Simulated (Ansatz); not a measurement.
Consider the ligand exchange at the Si–C bond: `ClC[SiH2]Cl` + PH₃ → `P[SiH2]Cl` + `CCl`.

Computed with Ansatz on PBE0-D4/def2-TZVP structures; ΔE is electronic, products minus reactants. CCSD(T)/CBS is the MP2 limit (def2-TZVPP, def2-QZVPP) plus CCSD(T) − MP2 in def2-TZVPP, frozen cores. This one scheme is used for every species. Functionals use def2-TZVPP. HSE06 is defined as in plane-wave codes. Each species was taken in one conformer, which may not be the lowest.

| level | ΔE (kcal/mol) | difference from CCSD(T)/CBS |
| --- | --- | --- |
| PBE-D4 | -7.1 | -1.6 |
| BLYP-D4 | -5.6 | -0.1 |
| B97M-V | -6.9 | -1.4 |
| PBE0-D4 | -7.0 | -1.5 |
| HSE06-D4 | -7.0 | -1.5 |
| ωB97X-V | -5.4 | 0.1 |
| B2PLYP | -5.4 | 0.1 |
| BLYP | -5.9 | -0.4 |
| r2SCAN | -6.4 | -0.9 |
| r2SCANh | -6.4 | -0.9 |
| HSE06 | -7.1 | -1.6 |
| HF/def2-SVP | -3.8 | 1.7 |
| CCSD/def2-SVP | -3.4 | 2.1 |
| HF/def2-TZVPP | -4.9 | 0.6 |
| MP2/def2-TZVPP | -4.9 | 0.6 |
| MP2/CBS(def2) | -5.5 | 0.0 |
| CCSD(T)/CBS | -5.5 | 0 |

Largest T1 diagnostic among the species: 0.013.

Leaving LDA and LC-ωPBE aside and taking each functional with its dispersion term where it has one, the values, not all of them listed here, spread over 2.4 kcal/mol, from revPBE-D4 to ωB97M-V. LDA lies +1.4 kcal/mol from PBE without D4. At CCSD(T), def2-SVP lies +2.0 kcal/mol from the extrapolated value and def2-TZVPP +0.6 kcal/mol.
